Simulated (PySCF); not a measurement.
CH₆GaNO, SMILES [CH3][Ga]([NH2])[OH].

Coordinates come from a B3LYP-D3(BJ)/def2-SVP optimisation. The values are those of a single conformer.

Two levels are set side by side: PBE/def2-TZVP (PySCF) and ωB97X/def2-TZVP (PySCF). Same geometry, gas phase. Differences are taken from unrounded values.

```
quantity                     ωB97X    PBE  PBE minus ωB97X
---------------------------  -----  -----  ---------------
orbital gap (eV)             11.63   4.92            -6.72
highest occupied level (eV)  -9.55  -5.64             3.92
lowest empty level (eV)       2.08  -0.72            -2.80
dipole moment (D)             1.88   1.68            -0.20
mean polarisability (bohr³)   49.5   53.0              3.5
```

Without exact exchange PBE keeps part of each electron's self-repulsion, which lifts occupied levels and narrows the gap. Loosely held outer electrons make PBE densities more polarisable. Differences between two approximate levels are no errors against the true value.

Rough cost on one machine, each run with all the roots and properties that it gave: ωB97X against PBE within a factor of 2.
